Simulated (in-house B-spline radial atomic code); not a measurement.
Values are calculated unless marked as measured or tabulated.
**Ar in an electron gas of r_s = 3: phase shifts, screening, friction and resistivity**

A nucleus sits in a uniform electron gas with a rigid positive background. The Kohn-Sham equations are solved self-consistently in the spin-unpolarised LDA (PW92), non-relativistic, on B-splines with outgoing waves at the boundary and partial waves to l = 8. The model has no lattice, no bands and no magnetic solution. Atomic units; δ_l are the phase shifts at the Fermi level, counted so that each bound state adds π, and good to about 0.0005.

The density parameter is r_s = 3 bohr, near that of the valence electrons of Ag (1 per atom, density 10.5 g/cm³, mass 107.87 u, which gives r_s = 3.02).

| l | δ_l (rad) |
| --- | --- |
| 0 | 8.6573 |
| 1 | 5.9994 |
| 2 | 0.3098 |
| 3 | 0.0115 |
| 4 | -0.0009 |
| 5 | 0.0000 |
| 6 | -0.0001 |
| 7 | 0.0001 |
| 8 | 0.0000 |

Bound levels below the band bottom (hartree): s -113.6, s -10.62, p -8.273, s -0.7369, p -0.2394.

(1) Check the Friedel sum rule, and say where the screening charge sits.

(2) Find the transport cross section and the electronic stopping of a 2 keV Ar ion (mass 39.95 u).

(3) What residual resistivity would 1 atomic per cent of such centres give in Ag?

(4) On a substitutional site the background of one host ion, a sphere holding 1 charge, is taken out. The phase shifts for l = 0 to 4 become 8.4152, 5.8408, 0.1389, 0.0105, 0.0000. What follows?

Answers

(1) k_F = (9π/4)^(1/3)/r_s = 0.63972. The rule is Z = (2/π) Σ (2l + 1) δ_l. The terms are s 5.511, p 11.458, d 0.986, f 0.051 and -0.005 beyond, in all 18.002 against Z = 18. Bound states hold 6 s, 12 p, 0 d electrons, so the scattering states carry 0.00 in all; where a term is smaller than its bound count, the bound level has drawn weight out of the band.

(2) σ_tr = (4π/k_F²) Σ (l + 1) sin²(δ_l − δ_(l+1)). The terms for l = 0 to 3 are 0.2163, 0.6257, 0.2591, 0.0006, all together 1.1017, so σ_tr = 30.707 × 1.1017 = 33.830 bohr². With n = 3/(4π r_s³) = 0.008842, the friction coefficient is Q = n k_F σ_tr = 0.1914. For v well below v_F = 0.640, dE/dx = Q v; with 24801 eV per u at v = 1, v = √(2000/(24801 × 39.95)) = 0.0449, so dE/dx = 0.00860 hartree/bohr = 4.42 eV/nm. The largest term couples the p and d waves.

(3) Δρ = k_F n_i σ_tr/n in atomic units of 21.74 μΩ·cm. With one host atom per 1 electron, n_i/n = 0.01/1, so Δρ = 0.6397 × 0.01000 × 33.830 × 21.74 = 4.70 μΩ·cm. This is an atom added to the gas, as on an interstitial site.

(4) The Friedel sum is now 17.00, for Z − 1 = 17. The sum in σ_tr is 0.9413, so σ_tr = 28.90 bohr² and Δρ = 4.02 μΩ·cm per atomic per cent, 0.85 times the value above. A real host ion scatters too, so this model doesn't give zero even for the host's own atom.
